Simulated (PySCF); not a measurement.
Atoms are numbered as in `[CH:1]#[C:2][P:3]([CH3:4])[C:5]([F:6])=[C:7]([F:8])[F:9]`. Hydrogens are named by the atom that carries them.

Geometry: GFN2-xTB; GIAO shifts from PySCF 2.14.0 with density-fitted response routines, gas phase, non-relativistic, averaged over equivalent atoms.

At KT3/6-31G* (138 basis functions, 25 s wall time on 1 thread of an Arm Neoverse V2, shared host):
| atoms | δ (ppm) |
| --- | --- |
| C7 | 145.5 |
| C5 | 118.0 |
| C1 | 78.7 |
| C2 | 65.1 |
| C4 | 12.7 |
| P3 | 183.3 |
| F9 | -102.7 |
| F8 | -123.3 |
| F6 | -209.7 |
| H(C1) | 2.45 |
| H(C4) | 1.56 |

δ = σ(ref) − σ, references computed at the same level: $^{13}$C (193.03 ppm), $^{1}$H (32.56 ppm) against TMS; $^{31}$P (622.87 ppm) against PH3; CFCl3 for $^{19}$F (159.78 ppm).

Problem. Estimate the result of repeating the calculation with PBE/def2-SVP.

Solution. 
```csv
atoms,δ at PBE/def2-SVP,change
C7,156.9,+11.4
C5,130.0,+12.0
C1,89.2,+10.5
C2,78.4,+13.3
C4,12.0,-0.7
P3,192.0,+8.7
F9,-83.6,+19.1
F8,-98.5,+24.8
F6,-189.7,+20.0
H(C1),2.11,-0.34
H(C4),1.38,-0.18
```

δ = σ(ref) − σ, references computed at the same level: TMS for $^{13}$C (192.15 ppm) and $^{1}$H (31.68 ppm); PH3 for $^{31}$P (648.20 ppm); $^{19}$F (178.77 ppm) against CFCl3.

The largest change is at F8 (vinylic fluorine). Cost: 150 basis functions, 17 s wall time on 1 thread of an Arm Neoverse V2, shared host. The order of the carbon signals is the same at both levels.

Unscaled 19F shifts against computed CFCl3 carry errors that often reach 10 to 50 ppm.
